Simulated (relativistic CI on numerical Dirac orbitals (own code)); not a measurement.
**One change at a time: Ta XLVIII**

Base calculation: Dirac-Coulomb-Breit CI, orbitals from a KLI potential per configuration, a model potential for QED, unscaled Slater integrals.

Configuration list (outside the closed core [Ne]): 3s2 3p6 3d8, 3s2 3p5 3d9, 3s2 3p4 3d10, 3s 3p6 3d9, 3p6 3d10, 3s 3p5 3d10, 3s2 3p6 3d7 4s, 3s2 3p6 3d7 4p, 3s2 3p4 3d9 4s, 3s2 3p6 3d7 4d, 3s2 3p4 3d9 4p, 3s2 3p5 3d8 4s, 3s2 3p6 3d7 4f, 3s2 3p4 3d9 4d, 3s 3p5 3d9 4s, 3s2 3p5 3d8 4p. Levels of other configurations are missing.

The lowest level and the first level of each name with at least 55 % of one term (blank where a level has no safe partner in the second run):

| Level | Base (eV) | Shift (eV) |
| --- | --- | --- |
| 3s2 3p6 3d8 3F_4 | 0.00 | 0.00 |
| 3s2 3p6 3d8 3F_3 | 60.88 | +0.02 |
| 3s2 3p6 3d8 3P_1 | 75.38 | +0.01 |
| 3s2 3p6 3d8 1G_4 | 75.80 | +0.01 |
| 3s2 3p6 3d8 3F_2 | 128.73 | +0.03 |
| 3s2 3p5 3d9 3F°_4 | 416.56 | -0.13 |
| 3s2 3p5 3d9 3D°_3 | 441.61 | -0.12 |
| 3s2 3p5 3d9 3P°_0 | 499.92 | -0.12 |
| 3s2 3p5 3d9 3F°_3 | 502.31 | -0.13 |
| 3s2 3p5 3d9 3F°_2 | 772.26 | -0.13 |
| 3s2 3p4 3d10 3P_2 | 864.17 | -0.15 |
| 3s2 3p4 3d10 1S_0 | 887.13 | -0.14 |
| 3s 3p6 3d9 3D_3 | 952.56 | +0.01 |
| 3s 3p6 3d9 3D_1 | 1016.30 | 0.00 |

At this charge energies of transitions that change n are usually good to better than 1 %, and those within a shell (Δn = 0) to a few per cent.

**Question.** One thing was changed in a second run, which moved the levels as shown. Which?
A. Breit term removed
B. QED terms removed
C. valence Slater integrals scaled by 0.9
D. one mean potential for all configurations
E. configuration mixing switched off

**Answer.** D. One mean potential for all configurations. One potential for all configurations removes the relaxation of the orbitals, which moves whole configurations and changes the integrals a little.

LS names give the leading component of a level, which can be under half, so a name can repeat, a term be missing and a line seem to break the LS rules.
